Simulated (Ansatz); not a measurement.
Mulliken charges of C2H3AlOS, SMILES `[OH][AlH][C]#CS` from B3LYP/def2-TZVPP in Ansatz (PBE0-D4/def2-TZVP geometry).

```
atom   x (Å)   y (Å)   z (Å)  charge (e)
  O1  -0.204   2.568  -0.587      -0.414
 Al2   0.855   1.251  -0.674       0.633
  C3   0.307  -0.442  -0.015      -0.261
  C4  -0.039  -1.532   0.408      -0.061
  S5  -0.382  -3.078   0.949      -0.048
  H6  -1.084   2.510  -0.218       0.173
  H7   2.270   1.493  -1.308      -0.137
  H8  -1.630  -2.827   1.389       0.115
```

By hand: the dipole of these point charges (1 e Å = 4.8032 D).

Σ q r = (-0.120, -0.010, 0.051) e Å, of length 0.131 e Å = 0.63 D.

How does the dipole of the full density compare? (Best estimate.)

Computed: (-0.385, -0.247, 0.220) e Å, 2.44 D; the point charges give 0.26 times that, at 26° from its direction.

Point charges leave out the atoms' own dipoles, such as those of lone pairs, and Mulliken's split depends on the basis, so the two needn't agree.

B3LYP here is the variant with VWN-RPA as its local correlation; programs differ in this.
